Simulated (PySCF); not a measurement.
# Reading the logs of faulty runs: ClH4NSi2

All numbers below are calculated, not measured. They come from PySCF 2.14.0, an open-source quantum chemistry program, on an isolated molecule that a program drew, which may never have been made. The molecule is ClH4NSi2 (charge 0, singlet), drawn as the SMILES string `[SiH]N[SiH2]Cl`.

Each row is a Hartree-Fock (HF) and frozen-core CCSD(T) single point in the cc-pV(D+d)Z basis, meant for a local HF minimum. Run 1 is clean. Each other run has one planted mistake out of seven kinds, and not every kind appears here: one electron removed, one electron added, multiplicity raised by two, geometry at a saddle point, minimal basis STO-3G, one bond length entered in bohr, all coordinates scaled. The reference is restricted for singlets and unrestricted otherwise, and also for a bond in bohr. Adding or removing an electron swaps singlet and doublet. Electrons count all cores. HOMO and LUMO are orbital energies over both spins, the gradient is its largest component, and the lowest frequency (negative if imaginary) is given only where the gradient is small. Bond lengths are over the 7 bonds as drawn. T1 is the CCSD diagnostic: over 0.02 (restricted) or 0.045 (unrestricted) a single reference is doubtful.

Geometry of the clean run:
```xyz
8
ClH4NSi2, angstrom
Si    0.7551    1.5089    1.1302
N     0.3672    0.1851    0.0928
Si   -0.1453    0.2501   -1.5647
Cl   -0.4680   -1.7002   -2.1966
H     0.4808    2.5825    0.0816
H     0.4479   -0.7355    0.4912
H    -1.4125    0.9773   -1.7179
H     0.8864    0.8275   -2.4370
```

```
run  electrons  basis functions  <S^2>  HOMO (eV)  LUMO (eV)  gradient (hartree/bohr)  lowest frequency (cm^-1)  mean bond (Å)  longest bond (Å)      T1  HF (hartree)  CCSD(T) (hartree)                          mistake
  1         56              103  0.000      -9.16       1.20                  2.2e-05                        40         1.5725             2.075  0.0139   -1094.22287        -1094.77757                         no fault
  2         55              103  0.768     -15.86      -7.13                  7.4e-02                         -         1.5725             2.075  0.0204   -1093.92461        -1094.45439             one electron removed
  3         56              103  0.000      -9.29       1.05                  2.5e-02                         -         1.6229             2.142  0.0152   -1094.21512        -1094.77420           all coordinates scaled
  4         56              103  1.028      -7.68       0.89                  1.8e-02                         -         1.7919             3.262  0.0185   -1094.10493        -1094.61906  one bond length entered in bohr
  5         56               36  0.000      -6.39       6.62                  3.5e-02                         -         1.5725             2.075  0.0180   -1081.90767        -1082.07284             minimal basis STO-3G
  6         56              103  2.005      -7.41      -0.02                  3.1e-02                         -         1.5725             2.075  0.0148   -1094.16499        -1094.69345                                ?
```

**Which mistake was planted in run 6, and what did it cost?**

Electrons, basis and geometry are unchanged, and <S^2> is 2.005, beside S(S+1) = 2.00 for a multiplicity of 3. So the mistake is: multiplicity raised by two. Subtracting run 1 and multiplying by 627.51 kcal/mol a hartree, the energy moved by 36.3 kcal/mol in HF and 52.8 kcal/mol in CCSD(T).

